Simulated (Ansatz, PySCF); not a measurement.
The pair A = C2H2 (SMILES C#C) (first 4 atoms), B = CH2F2 (SMILES FCF); geometry from B3LYP-D3(BJ)/def2-TZVP.
(charge 0, multiplicity 1):
```json
[
 {"atom": "C", "x (Å)": "0.5992", "y (Å)": "0.0170", "z (Å)": "-0.6972"},
 {"atom": "C", "x (Å)": "-0.3521", "y (Å)": "-0.0636", "z (Å)": "0.0254"},
 {"atom": "H", "x (Å)": "1.4373", "y (Å)": "0.0858", "z (Å)": "-1.3471"},
 {"atom": "H", "x (Å)": "-1.1855", "y (Å)": "-0.1347", "z (Å)": "0.6829"},
 {"atom": "F", "x (Å)": "-1.0753", "y (Å)": "0.1558", "z (Å)": "3.1391"},
 {"atom": "C", "x (Å)": "0.2511", "y (Å)": "0.1283", "z (Å)": "3.4735"},
 {"atom": "F", "x (Å)": "0.4881", "y (Å)": "-1.0070", "z (Å)": "4.1848"},
 {"atom": "H", "x (Å)": "0.4626", "y (Å)": "0.9913", "z (Å)": "4.1062"},
 {"atom": "H", "x (Å)": "0.8374", "y (Å)": "0.1017", "z (Å)": "2.5547"}
]
```

Rows in 6-31G* carry no dispersion term and start afresh at each structure (6-31G* with six Cartesian d functions).

The values were computed with Ansatz (Gaussian orbitals); PySCF for 6-31G* rows. Each number belongs to the level named beside it.

Total energies (hartree), monomers frozen at their geometry in the pair:

```csv
structure,HF/6-31G*,HF/aug-cc-pVDZ,B3LYP/def2-TZVPPD
AB,-314.7152786,-314.7615320,-316.4658062
A in the pair's basis,-76.8179775,-76.8288141,-77.3658024
B in the pair's basis,-237.8961861,-237.9315793,-239.0986120
A,-76.8174228,-76.8286534,-77.3657451
B,-237.8948279,-237.9312309,-239.0985573
```

**Question.** Work out the interaction energy without and with the counterpoise correction, and the superposition error, for each level.

**Answer.** 
E(AB) − E(A) − E(B), times 627.509 kcal/mol, with the monomers in their own basis and then in the pair's basis:
- HF/6-31G*: -1.90 uncorrected, -0.70 corrected; the monomers gain 1.20 kcal/mol from borrowed functions
- HF/aug-cc-pVDZ: -1.03 uncorrected, -0.71 corrected; the monomers gain 0.32 kcal/mol from borrowed functions
- B3LYP/def2-TZVPPD: -0.94 uncorrected, -0.87 corrected; the monomers gain 0.07 kcal/mol from borrowed functions

Ansatz is a first-principles code.
